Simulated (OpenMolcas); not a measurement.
d2 ions of charge +3 down a group with 4 chloride ligands in tetrahedral coordination

```
Program             : OpenMolcas 26.06
Method              : SS-CASPT2, IPEA 0.25 Eh, imaginary shift 0.1 Eh
Spin-orbit coupling : state interaction with AMFI integrals over the reference wave functions
```

The d shell is active; CASPT2 correlates the ligand valence shells and the outer metal core. Anionic complexes are neutralised by point charges behind the ligands. Distances were set from a Shannon-type radius of the metal (high-spin where two are listed) plus a fixed donor radius (Cl 1.76 Å). Ligand basis ANO-RCC-VDZP, DKH2 Hamiltonian. States (labels of Td). Energies in cm-1 above the lowest state or level, χT in cm3 K/mol. Spin-only χT is S(S+1) / 2 for the spin of the ground state.

```json
{"Ion": "V3+", "Shell": "3d2", "R (Å)": "2.27", "Metal basis": "ANO-RCC-VDZP", "Outer charge (e at Å behind ligand)": "0.25 at 2.6", "Ground state": "3A2", "First state of that spin": "3T2 4980", "First gap with spin-orbit (degeneracies)": "4940 (3, 1)", "χT at 300 K": "0.971", "First state of another spin": "1E 9260", "Spin-only χT": "1.000"}
{"Ion": "Nb3+", "Shell": "4d2", "R (Å)": "2.35", "Metal basis": "ANO-RCC-VDZP", "Outer charge (e at Å behind ligand)": "0.25 at 2.6", "Ground state": "3A2", "First state of that spin": "3T2 7510", "First gap with spin-orbit (degeneracies)": "6320 (3, 2)", "χT at 300 K": "0.844", "First state of another spin": "1E 6670", "Spin-only χT": "1.000"}
```

χT departs most from the spin-only value for Nb3+, by -0.156 cm3 K/mol.

Roots that are degenerate in the reference are averaged as groups; the widest CASPT2 spread within a group is 770 cm-1 (the 3-fold group of multiplicity 1 near 18800 cm-1 above the lowest state of its run, V3+). Shifts and gaps below about the spread of the groups concerned are not significant. Over all roots computed the reference weight is 0.72 to 0.74 in V3+, 0.72 to 0.74 in Nb3+; a low but even weight reflects the number of correlated electrons. Ligand-to-metal charge-transfer states are missing. These CASPT2 states fit no ligand-field parameters well, so their order and spin gaps are uncertain. With no ligand orbital active B as a rule stays too high, so bands that hang on it stand too high and its fall with covalency is understated. With one d shell and no ligand orbital active, 10Dq can be off by a tenth or more. The least metal-like active orbital is 77 % on the metal (Löwdin) and no ligand orbital is active, so the numbers are rough (holds for Nb3+). No measured value stands beside these numbers; the geometry was imposed, not optimised, and the real ion may take another.
